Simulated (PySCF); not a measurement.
Atom-mapped SMILES (the numbers label the heavy atoms): `[O:1]=[C:2]([OH:3])[SiH2:4][CH2:5]/[C:6]([SiH3:7])=[CH:8]\[F:9]` (H(Xn): hydrogen on atom n).

Theoretical values (PySCF): GIAO PBE0/pcSseg-1 shieldings, GFN2-xTB geometry. In vacuum, relativity neglected, one conformer, averaged over atoms made equivalent by symmetry, fast rotation or ring inversion.

δ = σ(ref) − σ, references computed at the same level: ¹³C (186.93 ppm) and ¹H (31.72 ppm) and ²⁹Si (349.16 ppm) vs TMS; H2O for ¹⁷O (336.08 ppm); ¹⁹F (170.95 ppm) vs CFCl3.

| atoms | nucleus | count | δ (ppm) |
| --- | --- | --- | --- |
| H(C5) | ¹H | 2 | 2.26 |
| C6 | ¹³C | 1 | 113.2 |
| H(Si7) | ¹H | 3 | ? |
| O1 | ¹⁷O | 1 | 509.7 |
| O3 | ¹⁷O | 1 | 240.0 |
| H(Si4) | ¹H | 2 | ? |
| C5 | ¹³C | 1 | ? |
| F9 | ¹⁹F | 1 | -87.9 |
| Si7 | ²⁹Si | 1 | -74.0 |
| C2 | ¹³C | 1 | 185.3 |
| H(O3) | ¹H | 1 | 6.79 |
| H(C8) | ¹H | 1 | 6.70 |
| Si4 | ²⁹Si | 1 | ? |
| C8 | ¹³C | 1 | 161.4 |

Problem. Estimate the values marked ?.

Solution. 
- C5: 10.8 ppm, allylic sp3 CH2 bonded to Si; an electropositive neighbour leaves it electron-rich and shielded
- H(Si4): 4.43 ppm, hydrogen on a silicon bonded to 2 C
- H(Si7): 4.17 ppm, hydrogen on a silicon bonded to C
- Si4: -63.5 ppm, silicon bonded to 2 C, 2 H

OH and NH positions are those of a molecule without intermolecular hydrogen bonds; in solution they move with solvent, concentration and temperature, and exchange usually removes their couplings. Shifts are as computed. Against solution values, carbons near 30 ppm lie about +3 ppm off and those near 130 ppm about +5 ppm. Of 1211 compounds with measured shifts, 218 miss one by over three times the rms of a fit or turn the order of signals round; such compounds aren't used in these exercises. In solution the two oxygens of a carboxylic acid exchange roles by proton transfer and give one 17O line. Hydrogen bonding in solution shields acid and N–H amide carbonyl oxygens by tens of ppm. Hydrogen bonding in solution deshields acid and N–H amide carbonyl carbons by as much as 10 ppm beyond these values. Unscaled 19F shifts against computed CFCl3 carry errors that often reach 10 to 50 ppm. Unscaled 17O shifts of doubly bonded oxygen tend to come out too high, by tens of ppm or more. Experimental scales use liquid or dissolved standards, which lie at an offset from isolated H2O (liquid H2O: subtract about 36 ppm).
